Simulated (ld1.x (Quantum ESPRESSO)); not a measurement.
**W (Z = 74): TM pseudisation with PBE, fully relativistic reference atom.**

- Element: W (Z = 74)
- Generator: ld1.x (Quantum ESPRESSO) 7.5
- Type: norm-conserving Troullier–Martins (Kleinman–Bylander form)
- Functional: PBE
- Relativity: fully relativistic
- Frozen core: [Kr] 4d10 4f14
- Valence charge: 14
- Reference configuration: 5s2 5p6 5d4 6s1.5 6p0 (charge +0.5)
- Partial waves: 5s (bound): rc 1.96 bohr; 5p (bound): rc 1.45 bohr; 5d (bound): rc 2.05 bohr
- Local potential: the d channel
- Core correction: none

Open shells are filled in proportion to 2j + 1 (rel_dist='average').

Occupied shells without a wave of their own: 6s. They enter only through the test configuration that unscreens the potential.

All-electron outer shells of the reference configuration (PBE, scalar-relativistic, ld1.x):

```json
{"shell": "5s", "level (eV)": "-82.67", "outermost node (bohr)": "0.53", "outermost maximum (bohr)": "0.96"}
{"shell": "5p", "level (eV)": "-46.81", "outermost node (bohr)": "0.57", "outermost maximum (bohr)": "1.09"}
{"shell": "4f", "level (eV)": "-36.79", "outermost node (bohr)": "–", "outermost maximum (bohr)": "0.43"}
{"shell": "6s", "level (eV)": "-8.86", "outermost node (bohr)": "1.28", "outermost maximum (bohr)": "2.61"}
{"shell": "5d", "level (eV)": "-7.98", "outermost node (bohr)": "0.63", "outermost maximum (bohr)": "1.49"}
{"shell": "6p", "level (eV)": "-3.97", "outermost node (bohr)": "1.53", "outermost maximum (bohr)": "3.52"}
```

Calculated quality:

- Cutoffs needed: 80 Ry and 110 Ry (the cutoffs (Ry, on a coarse ladder) from which the occupation-weighted sum of valence levels, in a spherical-Bessel basis at the reference potential, stays within 10 and 1 mRy of its value at 400 Ry)
- Ghost test: no extra level below or beside the all-electron valence levels (s, p1/2, p3/2, d3/2, d5/2, f tested) (spherical-Bessel basis up to 400 Ry, 20 bohr box)
- Largest excitation error: -468 meV (all-electron minus pseudo) for 5s1 5p6 5d4 6s2 6p0, out of 7 test configurations

The potential misses its own reference levels by up to 0.5 eV.

Generation and tests took about 2.4 s on one core of a shared server CPU.
